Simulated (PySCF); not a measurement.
PBE0 beside CCSD(T) along the alkali metals: bonds to Si

PBE0 and CCSD(T) in PySCF with def2-SVPD on every atom (core potentials on Rb, Cs), for the lowest determinant that a PBE0 search found; no spin–orbit coupling.

| molecule | state (unpaired electrons) | PBE0 Re (Å) | PBE0 ωe (cm⁻¹) | PBE0 De (eV) | CCSD(T) Re (Å) | CCSD(T) ωe (cm⁻¹) | CCSD(T) De (eV) |
| --- | --- | --- | --- | --- | --- | --- | --- |
| LiSi | quartet (σ ↑, π ↑↑) | 2.366 | 456 | 1.86 | 2.395 | 442 | 1.68 |
| NaSi | quartet (σ ↑, π ↑↑) | 2.706 | 255 | 1.45 | 2.742 | 256 | 1.35 |
| RbSi | quartet (σ ↑, π ↑↑) | 3.215 | 174 | 1.57 | 3.253 | 175 | 1.37 |
| CsSi | quartet (σ ↑, π ↑↑) | 3.350 | 164 | 1.69 | ? | ? | ? |

Task: Estimate the CCSD(T) values of CsSi by adding the mean shift from PBE0 to CCSD(T) of the other rows, and compare with the calculation.

Result: The mean shifts are +3.4 pm, -4 cm⁻¹ and -0.16 eV, which give 3.384 Å, 160 cm⁻¹ and 1.53 eV. CCSD(T)/def2-SVPD gives Re = 3.418 Å, ωe = 164 cm⁻¹, De = 1.46 eV.

Task: What are the mean differences of PBE0 from CCSD(T) over the whole series?

Result: Re -4.3 pm, ωe +3 cm⁻¹, De +0.18 eV.

In a basis of this size CCSD(T) is itself not converged; it tends to give bonds that are too long and too weak.

Correlated steps freeze the inner cores (5 to 6 orbitals); shallow outer-core shells are correlated. Correlated levels converge slowly with the basis: in double zeta they bind strong bonds too weakly, by up to about 1 eV, and carry superposition errors of some tenths. Spin–orbit coupling is left out, which matters for elements this heavy, above all for dissociation energies. States were picked by a PBE0 search and need not be the measured ground states.
